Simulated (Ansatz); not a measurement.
H3BO3, charge +1, doublet, geometry from GFN2-xTB (a state made from the parent by changing its charge; the spin is typed, not shown lowest); CCSD(T)/STO-3G in Ansatz (a program for electronic structure).

Ansatz was given this input:
Ansatz 0.2 input:
```yaml
crystal:
  periodic: [false, false, false]
  atoms:
    - {symbol: O, position_ang: [-1.09308738, -0.88323460, -0.08685725]}
    - {symbol: B, position_ang: [-0.08237348, -0.06601100, 0.00677273]}
    - {symbol: O, position_ang: [-0.13218232, 1.29940220, 0.03495599]}
    - {symbol: O, position_ang: [1.23833739, -0.40566819, 0.11022515]}
    - {symbol: H, position_ang: [-2.02706275, -0.67440861, -0.20388540]}
    - {symbol: H, position_ang: [0.62030676, 1.87551140, 0.23799710]}
    - {symbol: H, position_ang: [1.71408196, -0.95504299, -0.53456646]}
basis:
  gaussian:
    orbitals: STO-3G
total_charge: 1
magnetization: {spin_polarized: true, initial_magnetization: 1}
correlation: {method: ccsd_t, electrons: outside_noble_gas}
accuracy: high
```

Q: Predict the main parts of the log of this Ansatz run.

A: 
```
Functional definition: HF
449 factors; integrals over basis functions are off by at most 3.9e-8 eV
mean field evaluation 1: about -6731.4828 eV, gradient 2.0e1 eV
mean field evaluation 2: about -6731.5735 eV, gradient 2.0e1 eV
mean field evaluation 4: about -6734.3453 eV, gradient 1.9e0 eV
mean field evaluation 8: about -6734.4676 eV, gradient 6.3e-1 eV
mean field evaluation 16: about -6734.5375 eV, gradient 2.5e-5 eV
mean field evaluation 32: about -6734.4165 eV, gradient 2.0e-1 eV
mean field evaluation 64: about -6734.4569 eV, gradient 1.6e-1 eV
mean field evaluation 96: about -6734.4607 eV, gradient 3.4e-2 eV
mean field evaluation 128: about -6733.9935 eV, gradient 1.2e0 eV
mean field evaluation 160: about -6733.1713 eV, gradient 2.3e-3 eV
mean field evaluation 192: about -6730.9035 eV, gradient 9.2e-1 eV
mean field evaluation 224: about -6734.3909 eV, gradient 1.5e-4 eV
mean field -6734.53746841 eV, -247.4896871308 hartree, gradient 2.1e-8 eV, S^2 0.764134; 9 other end points of the search recorded, 0 dependent functions left out
determinant -6734.53746841 eV, -247.4896871308 hartree, with singles and doubles -6739.73122670 eV, -247.6805542272 hartree
determinant -6734.45495511 eV, -247.4866548228 hartree, with singles and doubles -6739.70854339 eV, -247.6797206312 hartree
determinant -6734.39091615 eV, -247.4843014344 hartree, with singles and doubles -6739.83458597 eV, -247.6843526103 hartree
determinant -6733.79801179 eV, -247.4625126009 hartree, with singles and doubles -6738.81024596 eV, -247.6467088095 hartree
determinant -6733.17131941 eV, -247.4394820809 hartree, with singles and doubles -6737.98860674 eV, -247.6165141249 hartree
determinant -6731.22144156 eV, -247.3678253915 hartree, with singles and doubles -6737.17646168 eV, -247.5866683447 hartree
determinant -6734.53746841 eV, -247.4896871308 hartree, with singles and doubles -6739.79591660 eV, -247.6829315372 hartree
determinant -6734.45495511 eV, -247.4866548228 hartree, with singles and doubles -6739.81918184 eV, -247.6837865190 hartree
determinant -6734.39091615 eV, -247.4843014344 hartree, with singles and doubles -6739.84269292 eV, -247.6846505354 hartree
4 core orbitals not correlated
reference -6734.39091615 eV, -247.4843014344 hartree; 12, 11 occupied and 7, 8 virtual orbitals, 449 factors
second order -4.43676577 eV of doubles, -0.00000000 eV of singles
cycle   1  -4.75225248 eV  change   -8.8e-1 eV  update   8.5e-2
cycle   2  -5.34277549 eV  change   -5.9e-1 eV  update   4.3e-2
cycle   3  -5.42715826 eV  change   -8.4e-2 eV  update   1.7e-2
cycle   4  -5.43325511 eV  change   -6.1e-3 eV  update   8.4e-3
cycle   5  -5.44366923 eV  change   -1.0e-2 eV  update   5.7e-3
cycle   6  -5.44307267 eV  change    6.0e-4 eV  update   4.2e-3
cycle   7  -5.44780049 eV  change   -4.7e-3 eV  update   3.0e-3
cycle   8  -5.45260877 eV  change   -4.8e-3 eV  update   2.1e-3
cycle   9  -5.44966798 eV  change    2.9e-3 eV  update   1.4e-3
cycle  10  -5.45075471 eV  change   -1.1e-3 eV  update   9.8e-4
cycle  11  -5.45130699 eV  change   -5.5e-4 eV  update   8.0e-4
cycle  12  -5.45210008 eV  change   -7.9e-4 eV  update   6.0e-4
cycle  13  -5.45163268 eV  change    4.7e-4 eV  update   3.7e-4
cycle  14  -5.45182823 eV  change   -2.0e-4 eV  update   2.1e-4
cycle  15  -5.45189438 eV  change   -6.6e-5 eV  update   1.4e-4
cycle  16  -5.45184725 eV  change    4.7e-5 eV  update   1.0e-4
cycle  17  -5.45174034 eV  change    1.1e-4 eV  update   6.2e-5
cycle  18  -5.45171854 eV  change    2.2e-5 eV  update   4.3e-5
cycle  19  -5.45176479 eV  change   -4.6e-5 eV  update   2.7e-5
cycle  20  -5.45179746 eV  change   -3.3e-5 eV  update   1.7e-5
cycle  21  -5.45178814 eV  change    9.3e-6 eV  update   1.1e-5
cycle  22  -5.45177811 eV  change    1.0e-5 eV  update   7.0e-6
cycle  23  -5.45177665 eV  change    1.5e-6 eV  update   4.8e-6
cycle  24  -5.45178332 eV  change   -6.7e-6 eV  update   3.3e-6
cycle  25  -5.45178515 eV  change   -1.8e-6 eV  update   2.2e-6
cycle  26  -5.45178512 eV  change    2.7e-8 eV  update   1.8e-6
cycle  27  -5.45178383 eV  change    1.3e-6 eV  update   1.4e-6
cycle  28  -5.45178461 eV  change   -7.8e-7 eV  update   8.8e-7
cycle  29  -5.45178569 eV  change   -1.1e-6 eV  update   5.6e-7
cycle  30  -5.45178613 eV  change   -4.3e-7 eV  update   2.9e-7
cycle  31  -5.45178600 eV  change    1.2e-7 eV  update   1.5e-7
cycle  32  -5.45178582 eV  change    1.8e-7 eV  update   8.9e-8
cycle  33  -5.45178568 eV  change    1.4e-7 eV  update   6.3e-8
cycle  34  -5.45178567 eV  change    8.8e-9 eV  update   3.9e-8
cycle  35  -5.45178560 eV  change    7.7e-8 eV  update   8.2e-8
cycle  36  -5.45178560 eV  change   -4.1e-9 eV  update   4.4e-8
cycle  37  -5.45178562 eV  change   -2.0e-8 eV  update   2.4e-8
cycle  38  -5.45178565 eV  change   -2.7e-8 eV  update   1.4e-8
cycle  39  -5.45178565 eV  change   -4.6e-9 eV  update   9.3e-9
cycle  40  -5.45178564 eV  change    6.2e-9 eV  update   6.5e-9
cycle  41  -5.45178564 eV  change    4.3e-9 eV  update   4.5e-9
cycle  42  -5.45178564 eV  change    2.6e-9 eV  update   3.2e-9
cycle  43  -5.45178564 eV  change  -3.7e-10 eV  update   1.7e-9
cycle  44  -5.45178564 eV  change    1.4e-9 eV  update   1.1e-9
cycle  45  -5.45178564 eV  change    1.1e-9 eV  update  6.2e-10
perturbative correction -0.19674610 eV, -0.0072302859 hartree
WARN: these amplitudes may be one of several solutions (largest doubles amplitude 0.10, level shift 4.73 eV)
Total energy: -6740.03944789 eV, -247.6918811470 hartree
```
